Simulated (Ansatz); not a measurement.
Saddle point of Si₃H₇Cl, closed shell (Si₃H₇Cl ([SiH3][SiH]([SiH3])[Cl]) → SiH₃Cl ([SiH3][Cl]) + Si₂H₄ ([SiH][SiH3]) (still joined by a long Si–Cl bond); bonds formed: Si1–Cl3; bonds broken: Si1–Si2; bonds weakened to dative contacts: Si2–Cl3), PBE0-D4/def2-TZVP structure:

```
11
angstrom
Si -0.6274 -1.0033 1.9225
Si 0.9257 0.1530 0.0911
Cl -0.4950 -1.7119 -0.1783
H 2.1581 -0.5428 -0.4275
Si 0.2212 1.3272 -1.8295
H 0.5616 -1.2563 2.7664
H -1.3409 0.2779 2.1167
H -1.6098 -2.0746 2.2719
H 0.2351 0.4901 -3.0624
H -1.1595 1.8500 -1.6368
H 1.1311 2.4905 -2.0340
```

Energies are electronic, without zero-point energy. Barriers and step energies count from the start structure reached by relaxing down the imaginary mode; all methods use the PBE0-D4 structures, on which another method's saddle can fall below an end. Program: Ansatz 0.2.0. Basis: def2-TZVPP, with def2-QZVPP for the basis limit. Cores are frozen in the correlated methods. B3LYP uses VWN-RPA correlation. Extrapolation: Hartree–Fock as exp(−7.88 √X), correlation as X^−2.97.

```tsv
method	barrier (kJ/mol)	step energy (kJ/mol)
SPW92	184.5	185.1
PBE-D4	189.0	186.2
BLYP-D4	193.0	178.0
r2SCAN-D4	205.7	201.0
B97M-V	206.4	195.4
PBE0-D4	204.3	196.6
B3LYP-D4	206.0	188.1
r2SCAN0-D4	213.0	204.2
BHLYP-D4	222.7	198.4
CAM-B3LYP-D4	217.6	196.2
wB97X-V	219.3	202.9
wB97M-V	199.8	180.4
B2PLYP	?	193.7
PBE-QIDH	215.0	202.9
RPA on PBE	?	182.8
HF	?	210.6
MP2	212.1	195.5
CCSD	218.6	194.6
CCSD(T)	211.2	191.5
```

Fill in the withheld barriers. (To be estimated.)

The calculation gives: HF 249.7; B2PLYP 211.7; RPA on PBE 202.2 kJ/mol. Each is the energy of the saddle less that of the start structure, by the same method.

For comparison, the barrier by CCSD(T) at an estimated basis limit (MP2 extrapolated from triple and quadruple zeta, plus CCSD(T) − MP2 in triple zeta) is 210.9 kJ/mol.

T1 diagnostic: at most 0.014.

Losses and insertions of silylenes and their heavier kin drive the gas-phase chemistry of silicon and germanium vapour deposition.

Labels in which every atom is bracketed show which atoms are joined, not bond orders.

For scale, one of the runs: CCSD(T)/def2-TZVPP, 266 basis functions, launched by `ansatz run in.yaml --threads 4 --pin off --events-out ev --progress --plain --max-ram 9574MiB`. Time: 3.2 min of wall clock on 4 CPU threads of an Intel Xeon; the host was shared. Peak host memory: 5.7 GiB.
